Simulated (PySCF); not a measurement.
PySCF job for fluoromethyl(silyloxy)silane (CH7FOSi2), SMILES [SiH2](O[SiH3])CF, PBE-D3(BJ)/def2-SVP. Coordinates come from a PBE-D3(BJ)/def2-SVP optimisation. One conformer was computed; it need not be the lowest.

```python
import numpy as np
from pyscf import gto, scf, dft, df
from pyscf.hessian import thermo

mol = gto.M(
    atom='''
    F    -3.14456645    0.20839544    0.00952996
    C    -1.98597267   -0.57256443    0.04284985
    Si   -0.49215441    0.60472610   -0.03188187
    O     0.88783279   -0.34562847    0.00807956
    Si    2.56116855   -0.27385554    0.00243504
    H    -1.98885303   -1.28087019   -0.81698043
    H    -1.97533282   -1.18438864    0.97374845
    H    -0.53228147    1.53816408    1.14682100
    H    -0.55175253    1.40694367   -1.30270852
    H     3.05852094    0.51382794    1.18522868
    H     3.05614336    0.37773002   -1.26132504
    H     3.08162959   -1.67873960    0.07996617
    ''',
    basis='def2-SVP',
    charge=0,
    spin=0,
    max_memory=1600,
    verbose=3,
)
mf = dft.RKS(mol, xc='pbe').density_fit(auxbasis='def2-universal-jkfit')
mf.disp = 'd3bj'
mf.grids.level = 3
mf.conv_tol = 1e-11
mf.max_cycle = 100
mf.kernel()

# analytic Hessian; the response equations are solved on a coarser grid
h, args, fine = mf.Hessian(), (mf.mo_energy, mf.mo_coeff, mf.mo_occ), mf.grids
h.max_memory = max(150, 2.5e-5 * df.make_auxmol(mol, mf.with_df.auxbasis).nao * mol.nelec[0] * (mol.nelec[0] + mol.nao))  # MB; small integral blocks
h1ao = h.make_h1(mf.mo_coeff, mf.mo_occ)
mf.grids = dft.Grids(mol).set(level=1).build(with_non0tab=True)
mo1, mo_e1 = h.solve_mo1(*args, h1ao)
mf.grids = fine
hess = h.hess_elec(*args, mo1, mo_e1, h1ao) + h.hess_nuc()
if mf.do_disp():
    hess += h.get_dispersion()
for i in range(mol.natm):  # the analytic DFT Hessian lacks the response of the grid: restore translational invariance
    hess[i, i] -= hess[i].sum(axis=0)
hess = (hess + hess.transpose(1, 0, 3, 2)) / 2
vib = thermo.harmonic_analysis(mol, hess, imaginary_freq=False)
thermo.dump_normal_mode(mol, vib)
th = thermo.thermo(mf, vib['freq_au'][vib['freq_au'] > 0], 298.15, 101325)
thermo.dump_thermo(mol, th)
g0 = mf.nuc_grad_method().set(verbose=0).kernel()

# dipole derivatives [dipole axis, atom, xyz] from the same response
r, irp = mol.intor('int1e_r'), mol.intor('int1e_irp').reshape(3, 3, mol.nao, mol.nao)
sl, dm0, ok = mol.aoslice_by_atom(), np.array(mf.make_rdm1()), []
dmu = np.einsum('a,xt->xat', mol.atom_charges(), np.eye(3))
for a, (_, _, p0, p1) in enumerate(sl):
    dmu[:, a] += 2 * np.einsum('xtij,ij->xt', irp[:, :, :, p0:p1], dm0.reshape(-1, mol.nao, mol.nao).sum(0)[:, p0:p1])
    for u, c, occ, f in [(mo1, mf.mo_coeff, mf.mo_occ, 4)]:
        dmu[:, a] -= f * np.einsum('tui,xuv,vi->xt', u[a], r, c[:, occ > 0], optimize=True)
L = vib['norm_mode']
ir = 974.8801 * (np.einsum('xat,kat->kx', dmu, L) ** 2).sum(1)       # km/mol
apt = np.einsum('xax->a', dmu) / 3
print('mode   freq/cm-1   IR/(km/mol)')
for k, w in enumerate(vib['freq_wavenumber']):
    print(f'{k + 1:4d} {w:11.2f} {ir[k]:13.3f}')
print('max |gradient| / (hartree/bohr):', abs(g0).max())
print('APT charges:', apt.round(4))
```

It prints:

```
[...]
       3   O                 0.02  0.02 -0.00   -0.02 -0.07  0.01   -0.00 -0.01 -0.09
       4  Si                -0.02 -0.02  0.00    0.01  0.05 -0.01    0.00  0.01  0.04
       5   H                -0.22 -0.16  0.00   -0.08 -0.06 -0.00   -0.02 -0.03  0.02
       6   H                -0.22 -0.16  0.02   -0.08 -0.07  0.01    0.00  0.02  0.01
       7   H                 0.07  0.08 -0.01    0.09  0.04 -0.00   -0.38  0.18 -0.12
       8   H                 0.07  0.08  0.00    0.00  0.08  0.02    0.39 -0.18 -0.10
       9   H                -0.15  0.07 -0.00    0.29 -0.15  0.01    0.46 -0.03 -0.13
      10   H                -0.15  0.06 -0.01    0.39 -0.15  0.04   -0.38 -0.02 -0.13
      11   H                 0.22  0.07 -0.00   -0.61 -0.18  0.02   -0.07 -0.03 -0.09
Mode                                12                  13                  14
Irrep
Freq [cm^-1]                      835.4477            859.6937            912.5573
Reduced mass [au]                   1.4124              1.1818              1.0496
Force const [Dyne/A]                0.5808              0.5146              0.5150
Char temp [K]                    1202.0232           1236.9079           1312.9667
Normal mode                   x     y     z       x     y     z       x     y     z
       0   F                 0.00  0.00  0.02    0.03 -0.01  0.00    0.00  0.00  0.00
       1   C                -0.00 -0.01 -0.14   -0.03 -0.01  0.00   -0.00 -0.00 -0.00
       2  Si                 0.00  0.00  0.05   -0.06 -0.01  0.00   -0.00  0.00  0.00
       3   O                -0.00 -0.00 -0.01    0.00  0.02 -0.00    0.00 -0.00 -0.00
       4  Si                 0.00  0.00  0.00   -0.00 -0.00  0.00    0.00  0.00  0.04
       5   H                -0.22 -0.38  0.17    0.04 -0.00 -0.01   -0.00 -0.01  0.00
       6   H                 0.23  0.39  0.13    0.04 -0.00  0.01    0.00  0.01  0.00
       7   H                 0.26  0.20 -0.11    0.61  0.12 -0.07    0.00  0.01 -0.00
       8   H                -0.26 -0.21 -0.09    0.61  0.13  0.05   -0.00 -0.01 -0.00
       9   H                 0.02 -0.01  0.00    0.11 -0.04 -0.01   -0.18  0.37 -0.15
      10   H                -0.02  0.01 -0.00    0.11 -0.04  0.02    0.18 -0.36 -0.10
      11   H                -0.00  0.00  0.01    0.16  0.05 -0.00   -0.01 -0.05 -0.77
Mode                                15                  16                  17
Irrep
Freq [cm^-1]                      915.8691            925.1269            967.5885
Reduced mass [au]                   1.0518              1.1066              1.1856
Force const [Dyne/A]                0.5198              0.5580              0.6540
Char temp [K]                    1317.7318           1331.0516           1392.1445
Normal mode                   x     y     z       x     y     z       x     y     z
       0   F                -0.00  0.00 -0.00   -0.01  0.01 -0.00    0.00  0.00 -0.00
       1   C                 0.00 -0.00  0.00    0.02 -0.02  0.00    0.00 -0.02  0.00
       2  Si                -0.01  0.01 -0.00   -0.01  0.04 -0.00   -0.02  0.02 -0.00
       3   O                 0.01  0.00 -0.00    0.02 -0.01  0.00   -0.03  0.01 -0.00
       4  Si                -0.00 -0.04  0.00   -0.03  0.01 -0.00    0.06  0.00 -0.00
       5   H                 0.00 -0.00 -0.00    0.00 -0.01 -0.00    0.01 -0.01 -0.00
       6   H                 0.00 -0.00  0.00    0.00 -0.01  0.00    0.01 -0.01  0.00
       7   H                 0.05 -0.11  0.09    0.06 -0.45  0.37    0.19 -0.21  0.18
       8   H                 0.05 -0.12 -0.08    0.05 -0.49 -0.32    0.19 -0.23 -0.16
       9   H                 0.14  0.50 -0.40    0.20 -0.16  0.02   -0.42  0.06  0.16
      10   H                 0.13  0.56  0.34    0.20 -0.17 -0.00   -0.43  0.05 -0.17
      11   H                -0.17 -0.08  0.02    0.25  0.10 -0.01   -0.40 -0.17  0.01
Mode                                18                  19                  20
Irrep
Freq [cm^-1]                     1034.3798           1056.3625           1186.1144
Reduced mass [au]                   6.4876              7.5311              1.1029
Force const [Dyne/A]                4.0897              4.9515              0.9142
Char temp [K]                    1488.2422           1519.8705           1706.5545
Normal mode                   x     y     z       x     y     z       x     y     z
       0   F                -0.12  0.08 -0.00   -0.01  0.01 -0.00   -0.00 -0.00 -0.04
       1   C                 0.17 -0.11  0.00    0.02 -0.01  0.00    0.00  0.00  0.07
       2  Si                -0.01 -0.01  0.00    0.05 -0.03  0.00    0.00  0.00  0.01
       3   O                 0.02 -0.00  0.00   -0.21  0.06 -0.00   -0.00 -0.00 -0.00
       4  Si                -0.00 -0.00  0.00    0.05 -0.00 -0.00    0.00  0.00  0.00
       5   H                 0.17 -0.07 -0.01   -0.02 -0.02  0.01   -0.63  0.21 -0.08
       6   H                 0.17 -0.07  0.02   -0.02 -0.02 -0.00    0.63 -0.22 -0.07
       7   H                 0.04  0.07 -0.06    0.03 -0.04  0.01    0.02  0.03 -0.01
       8   H                 0.05  0.07  0.06    0.03 -0.04 -0.01   -0.02 -0.03 -0.01
       9   H                -0.01  0.00 -0.00    0.13 -0.00 -0.05    0.00  0.00 -0.00
      10   H                -0.01  0.00 -0.00    0.13  0.00  0.05   -0.00 -0.00 -0.00
      11   H                -0.01 -0.00  0.00    0.18  0.05 -0.00   -0.00 -0.00 -0.00
Mode                                21                  22                  23
Irrep
Freq [cm^-1]                     1259.0354           1405.5941           2155.4785
Reduced mass [au]                   1.3375              1.0718              1.0263
Force const [Dyne/A]                1.2492              1.2476              2.8094
Char temp [K]                    1811.4717           2022.3370           3101.2537
Normal mode                   x     y     z       x     y     z       x     y     z
       0   F                 0.01  0.02 -0.00   -0.00  0.01 -0.00    0.00 -0.00  0.00
       1   C                -0.13 -0.06  0.00   -0.03  0.06 -0.00   -0.00  0.00  0.00
       2  Si                 0.02  0.00 -0.00    0.00  0.00 -0.00    0.00  0.01 -0.00
       3   O                -0.01  0.00 -0.00    0.00 -0.00 -0.00   -0.00  0.00 -0.00
       4  Si                 0.00 -0.00  0.00   -0.00 -0.00 -0.00   -0.01 -0.02  0.00
       5   H                 0.57  0.12 -0.14    0.19 -0.50  0.42    0.00  0.00 -0.00
       6   H                 0.57  0.13  0.12    0.19 -0.54 -0.37    0.00  0.00  0.00
       7   H                -0.05 -0.01  0.02   -0.01 -0.01  0.00    0.01 -0.23 -0.30
       8   H                -0.05 -0.01 -0.02   -0.01 -0.01 -0.00    0.01 -0.19  0.31
       9   H                 0.00 -0.00 -0.00    0.00 -0.00 -0.00    0.19  0.31  0.48
      10   H                 0.00  0.00  0.00    0.00 -0.00  0.00    0.18  0.24 -0.48
      11   H                 0.01  0.00 -0.00    0.00  0.00 -0.00    0.03 -0.09  0.00
Mode                                24                  25                  26
Irrep
Freq [cm^-1]                     2160.8805           2166.5569           2170.2398
Reduced mass [au]                   1.0517              1.0308              1.0529
Force const [Dyne/A]                2.8932              2.8509              2.9218
Char temp [K]                    3109.0260           3117.1930           3122.4918
Normal mode                   x     y     z       x     y     z       x     y     z
       0   F                 0.00 -0.00  0.00    0.00 -0.00  0.00    0.00  0.00  0.00
       1   C                -0.00 -0.00 -0.00   -0.00  0.00  0.00   -0.00 -0.00 -0.00
       2  Si                -0.00 -0.00 -0.01   -0.00  0.02 -0.00   -0.00 -0.00 -0.04
       3   O                -0.00  0.00 -0.00   -0.00 -0.00  0.00   -0.00  0.00  0.00
       4  Si                -0.00  0.00  0.04    0.01  0.01 -0.00    0.00 -0.00 -0.01
       5   H                -0.00 -0.00 -0.00    0.00  0.00 -0.00    0.00 -0.01 -0.00
       6   H                 0.00  0.00 -0.00    0.01  0.00  0.00   -0.00  0.01 -0.00
       7   H                -0.00  0.12  0.15    0.02 -0.37 -0.48   -0.01  0.40  0.50
       8   H                 0.01 -0.12  0.18    0.03 -0.29  0.48    0.02 -0.36  0.57
       9   H                -0.21 -0.35 -0.50   -0.13 -0.19 -0.30    0.06  0.10  0.15
      10   H                 0.22  0.30 -0.56   -0.12 -0.16  0.31   -0.07 -0.09  0.18
      11   H                 0.00 -0.00  0.02   -0.01  0.02 -0.00   -0.00 -0.00 -0.00
Mode                                27                  28                  29
Irrep
Freq [cm^-1]                     2189.8822           2949.8663           3008.0556
Reduced mass [au]                   1.0436              1.0566              1.1075
Force const [Dyne/A]                2.9486              5.4172              5.9045
Char temp [K]                    3150.7529           4244.2008           4327.9223
Normal mode                   x     y     z       x     y     z       x     y     z
       0   F                 0.00 -0.00 -0.00    0.00 -0.00  0.00   -0.00 -0.00 -0.00
       1   C                -0.00  0.00 -0.00   -0.00 -0.06  0.00    0.00  0.00  0.09
       2  Si                -0.00  0.00 -0.00    0.00  0.00 -0.00    0.00  0.00  0.00
       3   O                 0.00 -0.00 -0.00   -0.00  0.00 -0.00   -0.00 -0.00 -0.00
       4  Si                 0.01 -0.03  0.00    0.00 -0.00  0.00    0.00  0.00  0.00
       5   H                 0.00 -0.00 -0.00    0.00  0.42  0.54   -0.02 -0.43 -0.52
       6   H                 0.00  0.00  0.00   -0.00  0.36 -0.59    0.01  0.37 -0.56
       7   H                 0.00 -0.02 -0.02    0.00  0.00  0.00   -0.00 -0.00 -0.00
       8   H                 0.00 -0.01  0.02    0.00  0.00 -0.00    0.00  0.00 -0.00
       9   H                 0.02  0.02  0.05   -0.00  0.00 -0.00   -0.00 -0.00 -0.00
      10   H                 0.02  0.01 -0.05   -0.00  0.00  0.00    0.00  0.00 -0.00
      11   H                -0.33  0.91 -0.05   -0.00  0.00 -0.00   -0.00 -0.00 -0.00
temperature 298.1500 [K]
pressure 101325.00 [Pa]
Rotational constants [GHz] 14.29221 1.04168 1.00044
Symmetry number 1
Zero-point energy (ZPE) 0.07449 [Eh]   195563.743 [J/mol]
                           tot       elec      trans        rot        vib
Entropy [J/mol/K]       394.132      0.000    167.395    114.934    111.803
Cv [J/mol/K]            114.198      0.000     12.472     12.472     89.254
Cp [J/mol/K]            122.512      0.000     20.786     12.472     89.254
Internal energy [J/mol]                      3718.434   3718.434 210404.885
Internal energy [Eh]   -795.45248  -795.53545
Enthalpy [J/mol]                             6197.391   3718.434 210404.885
Enthalpy [Eh]          -795.45153
Gibbs free energy [J/mol]                  -43711.519 -30549.001 177070.703
Gibbs free energy [Eh] -795.49629
mode   freq/cm-1   IR/(km/mol)
   1       22.07         0.144
   2       55.51         0.149
   3       64.84         0.493
   4       91.11         7.008
   5      153.91         7.032
   6      264.77         2.333
   7      476.22         9.982
   8      601.87         4.796
   9      677.80         0.876
  10      701.05         0.607
  11      712.96        54.379
  12      714.85        74.980
  13      835.45        26.169
  14      859.69       414.081
  15      912.56        66.656
  16      915.87        42.758
  17      925.13       234.130
  18      967.59       189.089
  19     1034.38        40.725
  20     1056.36       417.619
  21     1186.11         2.427
  22     1259.04         0.353
  23     1405.59         2.662
  24     2155.48        55.036
  25     2160.88        58.582
  26     2166.56       125.483
  27     2170.24       213.264
  28     2189.88       107.450
  29     2949.87        19.169
  30     3008.06        17.545
max |gradient| / (hartree/bohr): 0.00021774945193214467
APT charges: [-0.4579  0.2336  1.4788 -1.2576  1.4362 -0.0285 -0.0285 -0.2818 -0.2819
 -0.275  -0.2751 -0.2624]
```

The calculation finished and met its thresholds.
